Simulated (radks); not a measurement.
Values are calculated unless marked as measured or tabulated.
Species: the platinum ion Pt2+. Configuration: [Xe] 4f14 5d(up 4, down 4) (spins set by hand, not the high-spin state).

Code: a radial shooting solver on a logarithmic mesh with Libxc functionals. Model: scalar-relativistic Kohn-Sham, LDA (Slater exchange, Perdew-Wang correlation), spin-polarised, spherical densities, finite nucleus; Fermi nuclear charge, rms radius 5.427 fm.

Energy parts (hartree):
| part | energy |
|---|---|
| total | -18398.3217 |
| kinetic | 20503.2101 |
| electron-nucleus | -45660.5113 |
| Hartree | 7102.2206 |
| exchange-correlation | -343.2411 |

Orbitals (lengths in bohr, moments of r in powers of bohr; <r^-3> diverges for s and p1/2; r(max) is where P^2 peaks):
| orbital | occ. | eigenvalue (hartree) | <r^-3> | <r^4> | r(max) | <1/r> |
|---|---|---|---|---|---|---|
| 1s | 2 | -2879.468 | - | 4.530e-07 | 0.01063 | 93.83 |
| 2s | 2 | -506.5769 | - | 0.00006673 | 0.06128 | 22.00 |
| 2p | 6 | -439.4629 | 24220 | 0.00005369 | 0.05060 | 19.66 |
| 3s | 2 | -119.5736 | - | 0.002422 | 0.1728 | 8.153 |
| 3p | 6 | -100.0191 | 5510 | 0.002646 | 0.1718 | 7.461 |
| 3d | 10 | -78.73061 | 689.9 | 0.002034 | 0.1398 | 7.030 |
| 4s | 2 | -26.27742 | - | 0.05485 | 0.3900 | 3.492 |
| 4p | 6 | -19.85911 | 1320 | 0.07327 | 0.4101 | 3.157 |
| 4d | 10 | -12.04986 | 143.8 | 0.1025 | 0.4182 | 2.826 |
| 4f | 14 | -3.36639 | 27.17 | 0.2209 | 0.3843 | 2.390 |
| 5s | 2 | -4.52508 | - | 1.498 | 0.8679 | 1.423 |
| 5p | 6 | -2.83565 | 219.7 | 2.830 | 0.9757 | 1.207 |
| 5d | 8 | -0.96193 | 13.07 | 14.27 | 1.246 | 0.8386 |

The highest occupied level is 5d at -26.175 eV. Summed over all electrons, <r^2> = 42.47 bohr^2, which gives a Langevin (diamagnetic) susceptibility term of -33.6 x 10^-6 cm^3/mol. The density falls to 0.001 e/bohr^3 at r = 3.56 bohr.
